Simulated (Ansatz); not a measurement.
Z-matrix (Å, degrees):
```
C
C 1 1.3305
H 2 1.0864 1 122.20
H 2 1.0867 3 116.07 1 -179.87
H 1 1.0883 2 118.83 3 -0.29
Si 1 1.8483 5 119.43 2 -179.39
H 6 1.4827 1 109.24 5 179.37
H 6 1.4827 7 110.64 4 123.97
Cl 6 2.0611 7 108.33 8 116.22
```
Charge 0, spin multiplicity 1.

These are frozen-core CCSD(T)/def2-TZVPP // PBE0-D4/def2-TZVP run with Ansatz (a quantum-chemistry and plane-wave program) values and carry that method's errors.

```yaml
HF energy: -827.16769 Ha
MP2 correlation energy: -0.63424 Ha
```

**Question.** Estimate the CCSD correlation energy, the (T) correction, the total energy and the T1 diagnostic.

**Answer.** 
* **CCSD correlation energy**: -0.68452 Ha
* **(T) correction**: -0.02940 Ha
* **CCSD(T) total energy**: -827.88161 Ha
* **T1 diagnostic**: 0.010
